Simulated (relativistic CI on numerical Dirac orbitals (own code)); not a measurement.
**What each ingredient does to the levels of Hg+**

Base calculation: Dirac-Coulomb-Breit CI, separate exchange-only KLI orbitals for each configuration, QED by a radiative potential, valence Slater integrals scaled by 0.85, P86 correlation energy added to each configuration.

Configurations in the expansion (outside the closed core [Xe] 4f14): 5d¹⁰6s, 5d⁹6s², 5d¹⁰6p, 5d⁹6s6p, 5d¹⁰7s, 5d¹⁰6d, 5d¹⁰7p, 5d¹⁰5f, 5d¹⁰8s, 5d¹⁰7d, 5d¹⁰8p, 5d¹⁰9s, 5d¹⁰5g, 5d¹⁰6f. Double excitations out of closed p, d and f shells are left out; levels of such configurations are missing from the list, as are those of other unlisted configurations, and high levels can miss mixing partners.

Variants: (1) valence Slater integrals scaled by 0.75; (2) self-excluded LDA correlation estimate; (3) Breit term removed. Shifts of the energy above 5d¹⁰6s ²S1/2, in cm⁻¹, for the lowest level and the first level of each name with at least 55 % of one term (blank where a level changes its place among those of its configuration and J or its character, or is not in the variant):

```tsv
Level	Base	Δ(1)	Δ(2)	Δ(3)	Measured
5d¹⁰6s ²S1/2	0.0	0.0	0.0	0.0	0.0
5d⁹6s² ²D5/2	41511.2	+30.5	+206.4	-370.6	35514.6
5d¹⁰6p ²P°1/2	48641.7	+263.6	+416.8	-71.9	51486.1
5d⁹6s² ²D3/2	55779.0	-35.7	+207.0	-3.1	50555.6
5d¹⁰6p ²P°3/2	56578.8	+266.3	+414.7	+65.3	60608.4
5d⁹6s6p ⁴P°5/2	77584.5	+1608.3	+388.6	-437.5	
5d⁹6s6p ⁴F°7/2	82424.2	+1086.5	+388.6	-420.7	
5d⁹6s6p ⁴F°9/2	87867.9	+903.5	+388.6	-285.7	91139.5
5d¹⁰7s ²S1/2	88602.7	0.0	+3502.7	+103.0	95714.4
5d⁹6s6p ⁴F°3/2	91536.9	+999.3	+389.3	-176.2	
5d⁹6s6p ⁴D°7/2	92650.6	+357.4	+389.1	-283.6	
5d⁹6s6p ²D°3/2	95571.5	+660.2	+392.6	-179.5	
5d¹⁰6d ²D3/2	97329.3	-3.8	+3036.2	+131.1	104984.1
5d¹⁰6d ²D5/2	97743.5	-2.4	+3036.8	+139.2	105544.0
```

For a near-neutral ion this model can misplace configurations by up to about 10,000 cm⁻¹ (more where the count of f electrons changes) and terms by 10 to 25 % of their spread. Rates follow the energies as ν³ (E1, M1) or ν⁵ (E2), so they and the lifetimes can be off by large factors. The fine structure of a lone outer electron comes out too small, for d and f at times inverted, and misplaced configurations move strength between like terms. 12 of the 20 excited levels that our extract of the measured tables holds in this range could be paired (the sources list more); they are missed by 6643 cm⁻¹ on average and 10399 at most, and levels without a partner can miss by more.

Measured levels: NIST Handbook of Basic Atomic Spectroscopic Data (Sansonetti and Martin, J. Phys. Chem. Ref. Data 34, 1559 (2005)).

Ionisation energy from the two ground configurations alone: base 17.92 eV; self-excluded LDA correlation estimate 18.15 eV; Breit term removed 17.94 eV. The NIST ASD value (measured) is 18.7569 eV. The gap of more than 2 % comes from missing correlation.

LS names give the leading component of a level, which can be under half, so a name can repeat, a term be missing and a line seem to break the LS rules.
